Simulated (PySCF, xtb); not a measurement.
C4H8OSi, SMILES C/C=C1/OC[SiH2]1.

Geometry optimised at ωB97X-D3(BJ)/def2-SVP. The structure was generated by enumeration; whether it is a known compound was not checked.

Method: IEF-PCM-PBE0/def2-SVP in PySCF.

The values are the electrostatic part of the solvation free energy, E(continuum) − E(gas) at the gas-phase geometry, in a cavity of scaled van der Waals radii (PySCF's table); cavitation and dispersion terms are not included. In vacuum the orbital gap is 6.33 eV. The dipole moment in vacuum is 1.61 D.

Computed values in water (ε = 78.36), tetrahydrofuran (ε = 7.43), 1-octanol (ε = 9.86):
```tsv
solvent	ε	ΔG(elec) (kcal/mol)	dipole (D)	gap (eV)
water	78.36	-3.4	2.17	6.42
tetrahydrofuran	7.43	-2.7	2.04	6.41
1-octanol	9.86	-2.9	2.07	6.41
```

For comparison, GFN2-xTB/ALPB(water) (xtb, at the GFN2-xTB geometry, all terms of that model) gives -1.9 kcal/mol.
